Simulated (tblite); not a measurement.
Isomers of C6H11BO2. Level: GFN2-xTB in tblite, geometry and Hessian alike; calculated harmonic values, unscaled, isolated species. Errors from tens to a few hundred cm⁻¹ against measured bands are possible. Modes of hydrogen on boron can be 10 to 20 % off. One conformer each.

Electronic energies: GFN2-xTB at the same geometries; isomer energies are rough at this level and their order can be wrong.

| SMILES | electronic energy, lowest = 0 (kJ/mol) |
| --- | --- |
| C=CC[C@@H]1CCOBO1 | 13.2 |
| CC(C)(C)C#CB(O)O | 108.0 |
| C=C(C)[C@H]1CCOBO1 | 0.0 |
| CC(C)C1=CO[BH2-][O+]=C1 | 90.8 |

**Question.** How do GFN2-xTB zero-point energies change the relative energies?

**Answer.** 
```tsv
SMILES	ZPE (kJ/mol)	of it from modes above 1550 cm⁻¹	electronic (kJ/mol)	with ZPE, lowest = 0 (kJ/mol)	lowest mode (cm⁻¹)	rings
C=C(C)[C@H]1CCOBO1	430.4	205.6	0.0	0.0	44	1
C=CC[C@@H]1CCOBO1	431.5	205.2	13.2	14.3	42	1
CC(C)C1=CO[BH2-][O+]=C1	423.2	201.4	90.8	83.6	39	1
CC(C)(C)C#CB(O)O	425.6	220.6	108.0	103.1	3i	0
```

The zero-point energies span 8.3 kJ/mol, from `CC(C)C1=CO[BH2-][O+]=C1` to `C=CC[C@@H]1CCOBO1`. Slightly imaginary modes are left out of the zero-point energy: `CC(C)(C)C#CB(O)O` 3.0i cm⁻¹. The order is unchanged.

**Question.** What do entropy and thermal enthalpy add at 298.15 K and 1 bar (rigid rotor, harmonic oscillator, one conformer each)?

**Answer.** 
```json
{"SMILES": "C=C(C)[C@H]1CCOBO1", "point group": "C1", "symmetry number": "1", "S (J/(mol K))": "395.1", "H − H(0) (kJ/mol)": "26.86", "ZPE + H − H(0) − TS (kJ/mol)": "339.5"}
{"SMILES": "C=CC[C@@H]1CCOBO1", "point group": "C1", "symmetry number": "1", "S (J/(mol K))": "396.6", "H − H(0) (kJ/mol)": "26.40", "ZPE + H − H(0) − TS (kJ/mol)": "339.7"}
{"SMILES": "CC(C)C1=CO[BH2-][O+]=C1", "point group": "Cs", "symmetry number": "1", "S (J/(mol K))": "409.6", "H − H(0) (kJ/mol)": "28.64", "ZPE + H − H(0) − TS (kJ/mol)": "329.7"}
```

Not tabulated: `CC(C)(C)C#CB(O)O` (lowest mode only 3i cm⁻¹).
